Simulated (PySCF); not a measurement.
THF (C₄H₈O), SMILES C1CCOC1. Coordinates come from a PBE-D3(BJ)/def2-SVP optimisation. Other conformers were not sampled.

Give the equilibrium geometry at PBE-D3(BJ)/def2-SVP (PySCF confirms it by a frequency run) as Cartesian coordinates in Å, and its point group. (An estimate is asked for; the answer gives what the named calculation found.)

One answer among several that fit: point group C2.
```xyz
13

C     -0.7301     0.2357     0.9933
C      0.7301    -0.2357     0.9933
C      1.1619     0.1356    -0.4300
O      0.0000     0.0000    -1.2500
C     -1.1619    -0.1356    -0.4300
H     -1.3537    -0.2393     1.7760
H     -0.7787     1.3355     1.1395
H      1.3537     0.2393     1.7760
H      0.7787    -1.3355     1.1395
H      1.9678    -0.5197    -0.8263
H      1.5370     1.1879    -0.4690
H     -1.5370    -1.1879    -0.4690
H     -1.9678     0.5197    -0.8263
```
Charge 0, spin multiplicity 1.
